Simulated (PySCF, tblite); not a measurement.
Calculations on `FC1=[C]OC=C1S` [radical], in the order of a workflow; each names the level of the geometry that it ran on. Settings lines and outputs come from a driver script.

C4H2FOS (doublet state).
Numbering: `[F:1][c:2]1[c:3][o:4][cH:5][c:6]1[SH:7]` (hydrogens: H8 on C5; H9 on S7)

Step 1: GFN2-xTB geometry optimisation, gas phase (tblite 0.8.0) (from a force-field or distance-geometry start)
```json
{"job": {"kind": "relax", "xc": "GFN2-xTB", "basis": "xTB"}, "charge": 0, "multiplicity": 2}
```
```
step      E/eV     max force
  0    -584.81665    1.410
  1    -584.86772    0.314
  2    -584.87122    0.238
...
 43    -584.92173    0.017
 44    -584.92177    0.019
 45    -584.92180    0.016
 46    -584.92182    0.011
 47    -584.92183    0.008
```

Energy lowered by 2.4 kcal/mol over 47 steps; largest atomic force 0.008 eV/Å at the end. «max force» is the largest atomic force in eV/Å.

The run took 0.18 s on an Arm Neoverse V2 with one thread, shared host.

Step 2: GFN2-xTB harmonic vibrations, gas phase (tblite 0.8.0) (on the GFN2-xTB geometry)
```json
{"job": {"kind": "ir", "xc": "GFN2-xTB", "basis": "xTB"}, "charge": 0, "multiplicity": 2}
```
```
(table of modes left out)
```

21 modes from 171 to 3181 cm⁻¹ (unscaled, harmonic); zero-point energy 29.1 kcal/mol; all wavenumbers are real at this level.

On Arm Neoverse V2, one thread, no GPU, on a shared host, this took 0.17 s wall.

Step 3: UKS B3LYP, pcH-1 on C F H O S, non-relativistic, mean-field spin-orbit, GIAO (PySCF 2.14.0) (on the GFN2-xTB geometry)
```json
{"job": {"kind": "epr", "basis": "pcH-1"}, "charge": 0, "multiplicity": 2}
```
```
...
E = -726.75222222 Eh   <S^2> = 0.7584 (exact 0.7500)
g shifts (ppm)      1          2          3
  rmc          -182       -182       -182
  gc             12         23        -38
  oz_so        -723       -119       1755
  total        -893       -278       1534
hyperfine (MHz)  atom isotope    a_iso     a_fc   dipolar eigenvalues
    0   19F     -10.16     -10.16    -35.09      3.11     31.98
    1   13C      47.85      47.92    -23.47     -7.00     30.48
    2   13C     648.16     648.35    -74.83    -52.29    127.13
    3   17O    -116.58    -116.55    -13.72      6.43      7.28
    4   13C      38.68      38.66    -10.87     -3.10     13.98
    5   13C      26.07      26.03     -4.04     -3.11      7.15
    6   33S      -0.46      -0.47     -3.65     -2.72      6.36
    7    1H       5.31       5.31     -3.92     -0.96      4.87
    8    1H       1.36       1.35     -1.30     -0.48      1.78
```

⟨S²⟩ 0.758; g_iso 2.0024. rmc, gc and oz_so are the mass-correction, gauge-correction and orbital-Zeeman/spin–orbit parts of the g shift along its three principal axes; a_iso is the isotropic hyperfine coupling and a_fc its Fermi-contact part. The log counts atoms from 0, this text from 1.

On Arm Neoverse V2, one thread, shared host, this took 35 s (grids of density and orbitals included) and 0.72 GiB of memory at its peak.

Geometry of the electronic-property runs (GFN2-xTB):
```
atom  x, y, z in Å
F1     0.5929    2.0855   -0.5424
C2    -0.1729    1.0208   -0.3113
C3    -1.5119    0.8772   -0.4413
O4    -1.8863   -0.3615   -0.1430
C5    -0.8100   -1.0295    0.3044
C6     0.3016   -0.2314    0.2102
S7     1.9192   -0.5832    0.7581
H8    -0.9355   -2.0343    0.6532
H9     2.5166    0.2624   -0.0858
```

 (This holds for the electronic-property runs.)

One conformer stands for the species.
